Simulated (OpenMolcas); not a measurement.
Levels of As3+ by method

- Program: OpenMolcas
- Basis: ANO-R2 [6s5p4d3f1g]
- Scalar Hamiltonian: X2C, finite nucleus
- Active space: 2 electrons in 8 orbitals (4s 4p 5s 5p)
- State averaging: 2S+1 = 3 even, 3 roots; 2S+1 = 1 even, 7 roots; 2S+1 = 3 odd, 3 roots; 2S+1 = 1 odd, 3 roots
- Spin-orbit coupling: state interaction with AMFI integrals over the reference wave functions, term energies averaged over their components

Methods on the same reference wave functions:
A. CASSCF
B. SS-CASPT2, IPEA 0.25 Eh, imaginary shift 0.1 Eh (closed shells correlated: 3d)
C. MS-CASPT2, IPEA 0.25 Eh, imaginary shift 0.1 Eh (closed shells correlated: 3d)

Energies in cm-1 above 4s2 1S0, the measured ground level; measured values from Moore, Atomic Energy Levels, vol. II, NSRDS-NBS 35 (1971 reprint of NBS Circular 467, 1952).

```csv
Level,A,B,C,Measured
4s2 1S0,0.0,0.0,0.0,0.0
4s 4p 3P* 0,72928,74280,74460,
4s 4p 3P* 1,73945,75280,75460,76962
4s 4p 3P* 2,76102,77450,77630,79492
4s 4p 1P* 1,120084,110920,111100,112022
4p2 3P0,176990,177610,177790,
4p2 3P1,178206,178880,179060,181468
4p2 3P2 [57 %],180077,179680,179860,184394
4p2 1D2 [57 %],191751,182620,182800,
```

Deviations, from unrounded energies. A percentage is the sum of absolute deviations over the sum of measured energies, with the sign that they share, or ± where signs differ.

```json
{"Against measurement": "mean absolute deviation (cm-1)", "Levels": "5", "A": "4400", "B": "2400", "C": "2200"}
{"Against measurement": "other configurations (%)", "Levels": "5", "A": "±3.5", "B": "-1.9", "C": "-1.8"}
```

C lies closest to measurement on these levels and A furthest from it. The largest miss of C in the table is 4p2 3P2 [57 %], by -4500 cm-1. The ranking rests on the paired levels alone, and a cruder setting can come out closer through cancelling errors.

Between B and C the level of the table that moves most is 4p2 1D2 [57 %], by 180 cm-1 (lowest in B, highest in C). Moves below CASPT2's spread within the term are not significant.

The lowest spin-free term lies below A's lowest term by 0.448 hartree in B, 0.449 hartree in C.

CASPT2 does not keep the components of a term degenerate, so their means are used; among the terms shown or strongly mixed into the levels shown the widest spread is 11 cm-1 (4p2 1D, C). Over all roots computed the reference weight is 0.90 to 0.97 in B, 0.90 to 0.97 in C; the roots of lowest weight are the least certain, and an intruder state may touch them. Active for correlation alone: 5p 5s; no level in the range computed is led by a configuration that fills them, so any true level of that kind is missing. The ¹D term of p² mixes with s d, which this space lacks. Measured partners are found by configuration, term and J. A level has none where our copy of the source lacks it or the pairing is in doubt (some pairs that miss far off the trend of their configuration count as doubtful), and it then counts in no deviation. Only configurations of the active space appear. The table leaves out levels that lie high or whose names do not pair safely across all columns.

A share in square brackets marks a mixed level and gives the weight of the term that names it, the lowest over the columns. * marks odd parity.
